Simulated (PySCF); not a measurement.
Computed IR spectrum (relative IR intensity) of a molecule C₂H₅BO₃. Coordinates come from a PBE-D3(BJ)/def2-SVP optimisation. The values are those of a single conformer. Computed with PBE-D3(BJ)/def2-SVP (PySCF 2.14.0). Frequencies are harmonic and unscaled.

Lines under 2 % of the strongest are left out, and lines within 2 cm⁻¹ are merged.

| ν (cm⁻¹) | relative intensity |
|---|---|
| 619 | 3.0 |
| 650 | 22 |
| 830 | 18 |
| 881 | 2.9 |
| 950 | 4.3 |
| 1002 | 5.5 |
| 1177 | 15 |
| 1203 | 100 |
| 1322 | 28 |
| 1398 | 61 |
| 1823 | 37 |
| 2628 | 14 |
| 3699 | 7.8 |

**Question.** Pick the molecule that these values belong to.
(A) CC1OB(O)O1
(B) CC(=O)OBO
(C) CB(O)OC=O
(D) OB1OCCO1

**Answer.** B, CC(=O)OBO
